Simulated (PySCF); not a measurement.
C6H10N2Si.
SMILES: `N[SiH2]Nc1ccccc1`

All values: CAM-B3LYP/def2-SVPD (PySCF, non-relativistic), on one gas-phase PBE0-D3(BJ)/def2-SVP geometry that isn't relaxed in the solvent. The solvent is an IEF-PCM continuum (Bondi radii, 1.10 Å for H, scaled by 1.2), and excitations are vertical TDDFT with non-equilibrium linear response and a frozen core. The model holds no explicit solvent molecules, cavitation or dispersion.

Gas-phase singlets (H = HOMO, L = LUMO):

| state | E (eV) | λ (nm) | f | leading configurations |
| --- | --- | --- | --- | --- |
| S1 | 4.888 | 254 | 0.032 | H→L+1 59%, H→L 27% |
| S2 | 5.482 | 226 | 0.252 | H→L+2 53%, H→L 22% |
| S3 | 5.721 | 217 | 0.002 | H→L+2 27%, H→L 25% |
| S4 | 5.957 | 208 | 0.007 | H→L+3 62%, H→L 14% |
| S5 | 6.376 | 194 | 0.003 | H→L+4 72% |

What are the lowest 5 singlets in methanol (ε = 32.61)?

| state | E (eV) | λ (nm) | f | leading configurations | change by rank (eV) |
| --- | --- | --- | --- | --- | --- |
| S1 | 4.838 | 256 | 0.046 | H→L 88% | -0.050 |
| S2 | 5.427 | 228 | 0.358 | H→L+1 77%, H→L+2 14% | -0.055 |
| S3 | 5.859 | 212 | 0.000 | H→L+2 49%, H→L+3 25% | +0.138 |
| S4 | 6.156 | 201 | 0.001 | H→L+3 61%, H→L+2 18% | +0.199 |
| S5 | 6.543 | 189 | 0.021 | H→L+4 65% | +0.167 |

The ground-state energy changes by -0.260 eV from gas to methanol. By how much does the total energy of gas-phase S1 change?

E(S1) = E(S0) + excitation energy, so it changes by -0.260 − 0.050 = -0.310 eV: it is lowered more than the ground state, which is what a red shift means. This is the vertical state, with the slow part of the continuum still set for S0.

How do the frontier levels move from gas to methanol?

```json
{"orbital": "LUMO+2", "gas (eV)": "1.32", "solvent (eV)": "1.30", "change (eV)": "-0.02"}
{"orbital": "LUMO+1", "gas (eV)": "0.99", "solvent (eV)": "1.12", "change (eV)": "+0.13"}
{"orbital": "LUMO", "gas (eV)": "0.93", "solvent (eV)": "0.84", "change (eV)": "-0.09"}
{"orbital": "HOMO", "gas (eV)": "-7.08", "solvent (eV)": "-7.16", "change (eV)": "-0.08"}
{"orbital": "HOMO-1", "gas (eV)": "-8.36", "solvent (eV)": "-8.52", "change (eV)": "-0.16"}
{"orbital": "HOMO-2", "gas (eV)": "-9.21", "solvent (eV)": "-8.99", "change (eV)": "+0.22"}
{"orbital": "HOMO-3", "gas (eV)": "-10.04", "solvent (eV)": "-10.08", "change (eV)": "-0.04"}
```

The HOMO–LUMO gap goes from 8.01 to 8.00 eV. Rows go by rank; for LUMO, LUMO+1 and LUMO+2 the atom shares or the degeneracy differ between the runs, so the row needn't follow one orbital.

Conformer computed: `[NH2:1][SiH2:2][NH:3][c:4]1[cH:5][cH:6][cH:7][cH:8][cH:9]1`: N1–Si2–N3–C4 162°, Si2–N3–C4–C5 7°, H–N1–Si2–N3 -74°, H–N1–Si2–N3 139°.
